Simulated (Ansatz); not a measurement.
Isolated molecules relaxed with PBE0-D4/def2-TZVP in Ansatz; ΔE leaves out vibrations. CCSD(T)/CBS is the MP2 limit (def2-TZVPP, def2-QZVPP) plus CCSD(T) − MP2 in def2-TZVPP, frozen cores. This one scheme is used for every species. DFT in def2-TZVPP. B3LYP here is the variant with VWN-RPA as its local correlation; programs differ in this. def2 core potentials past Kr. For Te outer-core shells are correlated without core-valence functions, which leaves a few kJ/mol of doubt a bond. Each species was taken in one conformer, which may not be the lowest.

Reaction (formal exchange of groups at a Te–Si bond): `O[SiH](F)[TeH]` + `CCl` → `ClC[TeH]` + `O[SiH2]F`

(1) Is it downhill or uphill in electronic energy at CCSD(T)/CBS, and by how much? (Best estimate.)

(2) What do these levels give: r2SCAN-D4, B3LYP-D4, r2SCANh-D4, BHLYP, CCSD/def2-TZVPP, MP2/CBS(def2)? (An estimate is asked.)

Largest T1 diagnostic among the species: 0.012.

Answers

(1) Ansatz gave: Uphill: ΔE = +103.6 kJ/mol.

(2) Ansatz gave: r2SCAN-D4 114.4, B3LYP-D4 106.9, r2SCANh-D4 115.3, BHLYP 108.4, CCSD/def2-TZVPP 102.6, MP2/CBS(def2) 104.8 kJ/mol.

From BLYP to BHLYP (50 % exact exchange), in def2-TZVPP and without D4, ΔE moves by +5.8 kJ/mol. Leaving LDA and LC-ωPBE aside and taking each functional with its dispersion term where it has one, the values, not all of them listed here, spread over 13.3 kJ/mol, from BLYP-D4 to r2SCAN0-D4.
